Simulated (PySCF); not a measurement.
Where the electron goes

C₁₂H₁₉N.
Numbering: `[CH3:1][CH:2]([CH3:3])[N:4]([c:5]1[cH:6][cH:7][cH:8][cH:9][cH:10]1)[CH:11]([CH3:12])[CH3:13]` (hydrogens: H14, H15, H16 on C1; H17 on C2; H18, H19, H20 on C3; H21 on C6; H22 on C7; H23 on C8; H24 on C9; H25 on C10; H26 on C11; H27, H28, H29 on C12; H30, H31, H32 on C13)

Cartesian coordinates in Å at the PBE0-D3(BJ)/def2-SVP level; atoms count from 1:
```
atom  x, y, z in Å
C1    -1.757   -1.979   -0.394
C2    -0.918   -1.343    0.715
C3    -1.714   -1.187    2.008
N4    -0.285   -0.095    0.304
C5     1.014   -0.118   -0.185
C6     1.635   -1.317   -0.601
C7     2.949   -1.332   -1.062
C8     3.696   -0.160   -1.149
C9     3.096    1.034   -0.753
C10    1.791    1.058   -0.275
C11   -1.177    1.047    0.095
C12   -1.052    2.144    1.155
C13   -1.141    1.595   -1.329
H14   -2.616   -1.342   -0.660
H15   -2.156   -2.955   -0.077
H16   -1.158   -2.131   -1.305
H17   -0.094   -2.030    0.955
H18   -2.074   -2.170    2.348
H19   -2.600   -0.544    1.884
H20   -1.086   -0.757    2.802
H21    1.083   -2.256   -0.589
H22    3.386   -2.284   -1.373
H23    4.724   -0.176   -1.516
H24    3.657    1.971   -0.799
H25    1.376    2.007    0.059
H26   -2.189    0.631    0.222
H27   -1.883    2.860    1.058
H28   -1.088    1.713    2.165
H29   -0.117    2.714    1.070
H30   -0.181    2.067   -1.577
H31   -1.931    2.351   -1.460
H32   -1.312    0.787   -2.056
```

Method: TDDFT B3LYP/def2-SVPD, vertical, gas phase, core orbitals frozen in the response in PySCF 2.14.0, density-fitted response routines.

Frontier orbitals with the atoms that hold most of them (Löwdin shares over 4%, at most four atoms; ? is withheld):

```csv
orbital,ε (eV),atoms
HOMO-3,-8.82,"C11 8%, C6 6%, C10 6%, C5 6%"
HOMO-2,-7.68,"N4 19%, C8 16%, C5 15%, C9 9%"
HOMO-1,-6.77,?
HOMO,-5.26,"N4 32%, C8 13%, C10 9%, C6 9%"
LUMO,-0.16,?
LUMO+1,0.12,"C5 19%, C8 17%, C9 11%, C6 8%"
LUMO+2,0.28,"C1 10%, C3 8%, C13 6%, C12 5%"
```

(1) Which atoms hold the LUMO, and with what shares?

(2) Give the leading atoms of the HOMO-1.

(3) The HOMO–LUMO gap is 5.10 eV. Where does the response calculation put the lowest singlet, and from which orbitals?

Answers

(1) C7 (bonded to 2 C and H) 19%; C10 (bonded to 2 C and H) 18%; C9 (bonded to 2 C and H) 18%; C6 (bonded to 2 C and H) 16%.

(2) C6 (bonded to 2 C and H) 20%; C10 (bonded to 2 C and H) 20%; C9 (bonded to 2 C and H) 20%; C7 (bonded to 2 C and H) 20%.

(3) S1 is at 4.36 eV (f = 0.023), 0.73 eV below the gap, made of HOMO→LUMO (94%). 

Next come S2 at 4.81 eV (f 0.044), HOMO→LUMO+2 (67%), HOMO→LUMO+1 (31%); S3 at 4.96 eV (f 0.207), HOMO→LUMO+1 (62%), HOMO→LUMO+2 (30%); S4 at 5.36 eV (f 0.0002), HOMO→LUMO+3 (75%), HOMO→LUMO+4 (24%); S5 at 5.39 eV (f 0.0030), HOMO→LUMO+4 (74%), HOMO→LUMO+3 (24%).

Löwdin shares depend on the basis, the more so with diffuse functions.

One conformer stands for the species.
